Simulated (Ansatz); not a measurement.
Molecule: C₄F₅, net charge 1, singlet state. 
Geometry from a B3LYP-D3(BJ)/def2-TZVP (Ansatz, a quantum-chemistry and plane-wave program) optimisation:
```xyz
9

F     -0.0963     2.2216     0.4439
C      0.0565     1.0013     0.1822
C      1.1627     0.2208    -0.1650
F      2.4065     0.4571    -0.3415
C      0.3617    -0.9218    -0.2416
F      0.5936    -2.1272    -0.5145
C     -0.9323    -0.1771     0.1323
F     -1.4804    -0.5189     1.2889
F     -1.8558    -0.1147    -0.8155
```
Charge +1, spin multiplicity 1.

Basis-set convergence of Hartree-Fock and MP2 correlation energies (hartree) with Ansatz. Valence correlation only, unless marked. Spin-orbit coupling is left out. No relativistic terms.

| basis | functions | E(HF) | E(corr, MP2) |
|---|---|---|---|
| cc-pVDZ | 126 | -648.27357 | -1.41014 |
| cc-pVTZ | 270 | [?] | [?] |

**Question.** Fill in the missing entries.

**Answer.** 
- cc-pVTZ, E(HF): -648.49232
- cc-pVTZ, E(corr, MP2): -1.81609
